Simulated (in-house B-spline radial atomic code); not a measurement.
Successive ionisation energies of tungsten; each step leads to the configuration of the next row (after the last: [Ne] 3s1). NIST's values go from ground level to ground level; the uncertainty of those that are theory runs from under 0.1 % in few-electron ions to several per cent in heavy many-electron ones. Computed with a radial B-spline atomic code at the basis-set limit: non-relativistic Hartree-Fock, average of the configuration, point nuclei.

This level leaves out relativity, spin-orbit splitting included, which matters for heavy ions.

```csv
ion,configuration,ionisation energy (eV),tabulated value (eV),tabulated kind,computed minus tabulated (eV),highest orbital,largest mean radius (bohr)
W51+,[Ar] 3d5,4726.8,4709,semi-empirical,18,3d,0.20864
W52+,[Ar] 3d4,4861.8,4927,semi-empirical,-65,3d,0.2076
W53+,[Ar] 3d3,4998.2,5063,semi-empirical,-65,3d,0.20657
W54+,[Ar] 3d2,5136.2,5209,semi-empirical,-73,3d,0.20554
W55+,[Ar] 3d1,?,?,semi-empirical,?,?,?
W56+,[Ne] 3s2 3p6,5644.1,5719,semi-empirical,-75,3p,0.20351
W57+,[Ne] 3s2 3p5,5764.3,5840,semi-empirical,-76,3p,0.20276
W58+,[Ne] 3s2 3p4,5885.4,5970,semi-empirical,-85,3p,0.20202
W59+,[Ne] 3s2 3p3,6007.3,6093,semi-empirical,-86,3p,0.20128
W60+,[Ne] 3s2 3p2,?,?,semi-empirical,?,?,?
W61+,[Ne] 3s2 3p1,?,?,semi-empirical,?,?,?
W62+,[Ne] 3s2,6487.5,7000,semi-empirical,-513,3s,0.1991
```

Fill in the row of W55+.

ionisation energy (eV): 5275.6; tabulated value (eV): 5348; computed minus tabulated (eV): -72; highest orbital: 3d; largest mean radius (bohr): 0.20452.

Fill in the row of W60+.

ionisation energy (eV): 6130.1; tabulated value (eV): 6596; computed minus tabulated (eV): -466; highest orbital: 3p; largest mean radius (bohr): 0.20055.

Fill in the row of W61+.

ionisation energy (eV): 6253.8; tabulated value (eV): 6735; computed minus tabulated (eV): -481; highest orbital: 3p; largest mean radius (bohr): 0.19982.

How far is this level of theory from the measured and semi-empirical values?

Over those 12 rows the differences run from -513 to +17.8 eV (mean absolute value 170 eV). The calculation leaves out relativity, correlation and, in open shells, the multiplet splittings that an average leaves out.
